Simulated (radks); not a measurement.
The numbers below are computed, except where a source is named.
Valence configurations of Eu+ (all share [Xe]). Level of theory: scalar-relativistic Kohn-Sham, PBEsol, spin-polarised, spherical densities, finite nucleus; open shells are filled with parallel spins first (spin-orbit coupling, left out, can overturn this in heavy ions); Fermi nuclear charge, rms radius 5.1115 fm (a radial shooting solver on a logarithmic mesh with Libxc functionals). Order these by energy: 4f6 5d1 6s1; 4f7 5d1; 4f5 6s2 6p1; 4f5 6s1 6p2; 4f7 6s1; 4f6 6s2; 4f6 6s1 6p1; 4f7.5 6s0.5; 4f8; 4f5 5d2 6p1.

Answer. From the lowest, in eV above it: 4f7 6s1 0.000; 4f7 5d1 1.461; 4f7.5 6s0.5 2.159; 4f6 5d1 6s1 4.884; 4f8 4.946; 4f6 6s2 5.536; 4f6 6s1 6p1 8.408; 4f5 5d2 6p1 18.510; 4f5 6s2 6p1 22.205; 4f5 6s1 6p2 25.226. NIST lists [Xe] 4f7 6s1 as the ground configuration; this level of theory agrees among the configurations tried. The energies are those of spherical high-spin densities, not of single terms.
